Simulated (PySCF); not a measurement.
# Excited states of Tc⁷⁺ (technetium, charge +7)

Ground state [Kr], ¹S. Computed with PySCF 2.14 in x2c-SVPall with two added diffuse shells each of s, p, d type (8s7p7d1f, 71 functions), with the spin-free X2C one-electron Hamiltonian (Gaussian nucleus). Vertical excitation energies in eV without spin-orbit coupling; excited terms of each kind are numbered among those the solver found. Frozen: [Ar].

```tsv
term	leading excitation	EOM-EE-CCSD
1 3P°	4p → d	42.709
1 3F°	4p → d	44.291
1 1D°	4p → d	46.584
1 3D°	4p → d	46.759
1 1F°	4p → d	47.119
1 1P°	4p → d	58.319
1 3D	4s → d	75.097
1 1D	4s → d	77.232
1 3S	4p → p	80.252
2 3D	4p → p	81.616
2 1D	4p → p	82.108
```

The spin-orbit splitting of the hole, absent here, rivals or exceeds the spacing of these terms, so the LS terms are model states.

The solver can miss terms.
